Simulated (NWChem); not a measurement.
System: fluoroethane (C2H5F); SMILES C(C)F

All runs: NWChem. Pople sets run with spherical d functions. Structure relaxed at the B3LYP/6-31G* (spherical d) level. Total energies compare along this basis series because the functional is fixed.

```tsv
level	basis functions	energy (Ha)	highest occupied level (eV)	orbital gap (eV)	dipole (D)
Hartree-Fock/STO-3G	20	-175.7523	-10.99	26.25	1.23
Hartree-Fock/3-21G	37	-177.1080	-13.19	20.57	2.22
Hartree-Fock/6-31G*	52	-178.0746	-13.37	19.92	2.06
Hartree-Fock/6-31+G*	64	-178.0839	-13.54	15.92	2.28
Hartree-Fock/6-311G**	84	-178.1290	-13.45	17.66	2.16
Hartree-Fock/6-311++G**	101	-178.1336	-13.53	14.64	2.29
```
